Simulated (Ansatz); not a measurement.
Ansatz (an electronic-structure program) input (PBE0/6-31G*):

Ansatz 0.2 input:
```yaml
crystal:
  periodic: [false, false, false]
  atoms:
    - {symbol: As, position_ang: [-0.02388811, -0.04908631, -0.02812370]}
    - {symbol: H, position_ang: [-0.00211194, 1.45250692, -0.32091890]}
    - {symbol: H, position_ang: [0.79041952, 0.16734137, 1.24900104]}
basis:
  gaussian:
    orbitals: 6-31G*
hamiltonian:
  xc: {name: PBE0}
magnetization: {spin_polarized: true, initial_magnetization: 1}
```

End of the output:

```
integrals: 0.01 GiB planned
395 factors; integrals over basis functions are off by at most 5.4e-4 eV
mean field: 0.13 GiB planned
mean field evaluation 1: about -60857.4432 eV, gradient 4.5e0 eV
mean field evaluation 2: about -60857.5280 eV, gradient 1.9e0 eV
mean field evaluation 4: about -60857.5352 eV, gradient 4.0e-1 eV
mean field evaluation 8: about -60857.5513 eV, gradient 1.4e-2 eV
mean field evaluation 16: about -60857.5513 eV, gradient 7.5e-5 eV
mean field -60857.55130697 eV, -2236.4737598012 hartree, gradient 3.3e-5 eV, S^2 0.754111; 0 other end points of the search recorded, 0 dependent functions left out
reference -60857.55132535 eV, -2236.4737604769 hartree; 18, 17 occupied and 21, 22 virtual orbitals, 395 factors
Total energy: -60857.55132535 eV, -2236.4737604769 hartree
```
